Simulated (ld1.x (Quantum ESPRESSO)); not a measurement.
aluminium: variants of one ultrasoft potential

Base potential:

aluminium (Al), ultrasoft, made with ld1.x (Quantum ESPRESSO) 7.5 (PBE, scalar-relativistic). Core [Ne], reference 3s2 3p1. Waves: 3s (bound): rcut 1.50, rcutus 1.75 bohr; 3s channel at 0.55 Ry: rcut 1.50, rcutus 1.75 bohr; 3p (bound): rcut 2.00, rcutus 2.60 bohr; 3p channel at 3.3 Ry: rcut 2.00, rcutus 2.60 bohr. Local part: all-electron potential smoothed inside 1.40 bohr (lloc = -1). Core correction: a·sin(br)/r model core, default radius (core density twice the valence density). Augmentation charge: PSQ, inside the norm-conserving radii.

All-electron outer shells of the reference configuration (PBE, scalar-relativistic, ld1.x):

```tsv
shell	level (eV)	outermost node (bohr)	outermost maximum (bohr)
2s	-108.17	0.16	0.50
2p	-69.64	–	0.43
3s	-7.75	0.80	2.09
3p	-2.71	0.82	2.64
```

Cutoffs, loose and tight: the cutoffs (Ry, on a coarse ladder) from which the occupation-weighted sum of valence levels, in a spherical-Bessel basis at the reference potential, stays within 10 and 1 mRy of its value at 400 Ry. They do not see the model core or the augmentation charge, which bear on the density cutoff. Test errors are all-electron minus pseudo excitation energies from the reference, over the configurations 3s2 3p0; 3s1 3p0; 3s2 3p0.5; 3s1 3p1; 3s1 3p2; 3s2 3p1.3; 3s0 3p3. A dash means not determined; rows that change the core or the reference have their own tests.

The default core radius of the base comes out at 1.31 bohr.

```csv
change,outcome,"cutoff, loose","cutoff, tight",bound ghosts,largest test error (meV)
base,generated,8 Ry,12 Ry,none,+11
core correction none,generated,8 Ry,12 Ry,none,+63
core correction a·sin(br)/r model core inside 0.78 bohr,generated,8 Ry,12 Ry,none,-12
core correction a·sin(br)/r model core inside 0.96 bohr,generated,8 Ry,12 Ry,none,-10
core correction a·sin(br)/r model core inside 1.18 bohr,generated,8 Ry,12 Ry,none,-3.3
core correction a·sin(br)/r model core inside 1.56 bohr,generated,8 Ry,12 Ry,none,+28
core correction a·sin(br)/r model core inside 1.68 bohr,generated,8 Ry,12 Ry,none,+29
core correction a·sin(br)/r model core inside 1.90 bohr,generated,8 Ry,12 Ry,none,+61
core correction a·sin(br)/r model core inside 2.06 bohr,generated,8 Ry,12 Ry,none,+74
```

**Question.** What comes out with this change to the base: core correction a·sin(br)/r model core inside 1.28 bohr?

**Answer.** outcome: generated; cutoff, loose: 8 Ry; cutoff, tight: 12 Ry; bound ghosts: none; largest test error (meV): +6.4.
